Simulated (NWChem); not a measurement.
germylsilane (GeSiH6); SMILES [SiH3][GeH3]

Results from NWChem. Medium grid unless said otherwise, to which SCAN and Minnesota functionals are sensitive. Geometry: optimised at PBE0/def2-SVP. Hybrids' shares of exact exchange are those that their runs print; pure functionals count as 0. The functionals differ in more than this share.

```
row                share of exact exchange  orbital gap (eV)
-----------------  -----------------------  ----------------
PBE/def2-TZVP                         0.00              6.71
OLYP/def2-TZVP                        0.00              6.72
B3LYP/def2-TZVP                       0.20              8.17
r2SCAN0/def2-TZVP                     0.25              9.08
M06/def2-TZVP                         0.27              8.59
MPW1K/def2-TZVP                       0.43          withheld
```

Problem. Fit a straight line of the last column on the one before it, predict the withheld value, and compare with the run.

Solution. 
1. Means of the 5 shown rows: x = 0.144, y = 7.854. Slope Σ(x − x̄)(y − ȳ)/Σ(x − x̄)² = 0.5684/0.07172 = 7.926; intercept 6.713.
2. The shown rows scatter about the line by 0.216 (root mean square); the largest residual is +0.39, at r2SCAN0/def2-TZVP.
3. At x = 0.43 (MPW1K/def2-TZVP; beyond the shown range) the line gives 10.12.
4. The run gives 10.07, -0.05 from the line, 0.2 times the scatter.
